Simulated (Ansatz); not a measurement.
Ideal-gas functions of H$_{3}$InOS$_{2}$ (`[OH][In]([SH])[SH]`) at 500 K and 1 bar, from an Ansatz frequency run at PBE0-D4/def2-TZVP.

Molar mass 197.98 g/mol, point group Cs (symmetry number 1), electronic degeneracy 1, moments of inertia 142.169, 295.11, 437.279 u Å². Harmonic wavenumbers (cm⁻¹, unscaled): 76, 113, 113, 184, 236, 279, 336, 378, 605, 661, 688, 812, 2705, 2712, 3890.

Use S(trans) = R[1.5 ln M + 2.5 ln T − 1.1517]; rotational temperatures θ = 24.2544 K / I; S(rot) = R[ln(√π/σ · √(T³/θAθBθC)) + 1.5]; for each mode x = 1.438777 ν̃/T, S = R[x/(eˣ − 1) − ln(1 − e⁻ˣ)] and H = RT x/(eˣ − 1); 1 cm⁻¹ = 0.0119627 kJ/mol; R = 8.31446 J/(mol·K).

Problem. By hand: the entropy, in J/(mol·K).

Solution. Translation 185.6. Rotation: θ = 0.1706, 0.0822, 0.0555 K, giving 124.5. Vibration, mode by mode: 20.97, 17.69, 17.69, 13.70, 11.69, 10.36, 8.91, 8.01, 4.68, 4.12, 3.87, 2.92, 0.03, 0.03, 0.00, in all 124.7. Electronic 0.0. Sum 434.8 J/(mol·K).

Problem. By hand: H − E and G − E in kJ/mol, counted from the electronic energy.

Solution. Zero-point energy ½ × 13788 × 0.0119627 = 82.5; thermal vibration 29.6; translation, rotation and pV give 4 RT = 16.6. H − E = 128.7 kJ/mol, and G − E = 128.7 − 500 × 434.8/1000 = -88.7 kJ/mol.

Vibration gives 29 % of the entropy, 56.4 J/(mol·K) of it from the modes under 150 cm⁻¹: soft modes count most, and the harmonic formula is weakest for them. The sum counts one conformer and one mirror image; others add a mixing term.
